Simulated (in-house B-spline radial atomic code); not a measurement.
Ionisation energies along the 13-electron series, configuration [Ne] 3s2 3p1, as differences of self-consistent energies. Dirac energy differences include first-order Breit, QED and recoil terms. NIST's values go from ground level to ground level; the uncertainty of those that are theory runs from under 0.1 % in few-electron ions to several per cent in heavy many-electron ones. Computed with an all-electron radial atomic-structure program (B-spline basis): Dirac-Hartree-Fock, average of the configuration, finite nuclei.

```json
{"ion": "Zn17+", "configuration after": "[Ne] 3s2", "ionisation energy (eV)": "612.9", "IE/(q+1)² (eV)": "1.8916", "Breit and QED recoil part (eV)": "-0.2378", "tabulated value (eV)": "613.3", "tabulated kind": "semi-empirical", "computed minus tabulated (eV)": "-0.4"}
{"ion": "Ga18+", "configuration after": "[Ne] 3s2", "ionisation energy (eV)": "?", "IE/(q+1)² (eV)": "?", "Breit and QED recoil part (eV)": "?", "tabulated value (eV)": "?", "tabulated kind": "semi-empirical", "computed minus tabulated (eV)": "?"}
{"ion": "Ge19+", "configuration after": "[Ne] 3s2", "ionisation energy (eV)": "743.3", "IE/(q+1)² (eV)": "1.8581", "Breit and QED recoil part (eV)": "-0.3136", "tabulated value (eV)": "744", "tabulated kind": "semi-empirical", "computed minus tabulated (eV)": "-0.7"}
{"ion": "As20+", "configuration after": "[Ne] 3s2", "ionisation energy (eV)": "?", "IE/(q+1)² (eV)": "?", "Breit and QED recoil part (eV)": "?", "tabulated value (eV)": "?", "tabulated kind": "semi-empirical", "computed minus tabulated (eV)": "?"}
{"ion": "Se21+", "configuration after": "[Ne] 3s2", "ionisation energy (eV)": "886.1", "IE/(q+1)² (eV)": "1.8307", "Breit and QED recoil part (eV)": "-0.40414", "tabulated value (eV)": "887", "tabulated kind": "semi-empirical", "computed minus tabulated (eV)": "-0.9"}
{"ion": "Br22+", "configuration after": "[Ne] 3s2", "ionisation energy (eV)": "962.2", "IE/(q+1)² (eV)": "1.8188", "Breit and QED recoil part (eV)": "-0.45544", "tabulated value (eV)": "963", "tabulated kind": "semi-empirical", "computed minus tabulated (eV)": "-0.8"}
{"ion": "Kr23+", "configuration after": "[Ne] 3s2", "ionisation energy (eV)": "1041.4", "IE/(q+1)² (eV)": "1.8079", "Breit and QED recoil part (eV)": "-0.51071", "tabulated value (eV)": "1042", "tabulated kind": "semi-empirical", "computed minus tabulated (eV)": "-0.6"}
{"ion": "Rb24+", "configuration after": "[Ne] 3s2", "ionisation energy (eV)": "1123.7", "IE/(q+1)² (eV)": "1.7979", "Breit and QED recoil part (eV)": "-0.57046", "tabulated value (eV)": "1125", "tabulated kind": "semi-empirical", "computed minus tabulated (eV)": "-1.3"}
{"ion": "Sr25+", "configuration after": "[Ne] 3s2", "ionisation energy (eV)": "1209.2", "IE/(q+1)² (eV)": "1.7888", "Breit and QED recoil part (eV)": "-0.63466", "tabulated value (eV)": "1211", "tabulated kind": "semi-empirical", "computed minus tabulated (eV)": "-1.8"}
{"ion": "Zr27+", "configuration after": "[Ne] 3s2", "ionisation energy (eV)": "1389.6", "IE/(q+1)² (eV)": "1.7725", "Breit and QED recoil part (eV)": "-0.77748", "tabulated value (eV)": "1392", "tabulated kind": "semi-empirical", "computed minus tabulated (eV)": "-2.4"}
{"ion": "Nb28+", "configuration after": "[Ne] 3s2", "ionisation energy (eV)": "1484.6", "IE/(q+1)² (eV)": "1.7653", "Breit and QED recoil part (eV)": "-0.85632", "tabulated value (eV)": "1488", "tabulated kind": "semi-empirical", "computed minus tabulated (eV)": "-3.4"}
{"ion": "Mo29+", "configuration after": "[Ne] 3s2", "ionisation energy (eV)": "?", "IE/(q+1)² (eV)": "?", "Breit and QED recoil part (eV)": "?", "tabulated value (eV)": "?", "tabulated kind": "semi-empirical", "computed minus tabulated (eV)": "?"}
{"ion": "Tc30+", "configuration after": "[Ne] 3s2", "ionisation energy (eV)": "1684.1", "IE/(q+1)² (eV)": "1.7524", "Breit and QED recoil part (eV)": "-1.03", "tabulated value (eV)": "1689", "tabulated kind": "semi-empirical", "computed minus tabulated (eV)": "-4.9"}
```

Question: Fill in the row of Ga18+.

Answer: ionisation energy (eV): 676.5; IE/(q+1)² (eV): 1.874; Breit and QED recoil part (eV): -0.27396; tabulated value (eV): 677; computed minus tabulated (eV): -0.5.

Question: Fill in the row of As20+.

Answer: ionisation energy (eV): 813.1; IE/(q+1)² (eV): 1.8438; Breit and QED recoil part (eV): -0.35702; tabulated value (eV): 814; computed minus tabulated (eV): -0.9.

Question: Fill in the row of Mo29+.

Answer: ionisation energy (eV): 1582.8; IE/(q+1)² (eV): 1.7586; Breit and QED recoil part (eV): -0.94035; tabulated value (eV): 1587; computed minus tabulated (eV): -4.2.

Where a p, d or f electron is removed, the computed value is a mean over both j, so it misses the tabulated one by a part of the spin-orbit splitting; averaging over terms and missing correlation add to the gap, relatively most at low charge.
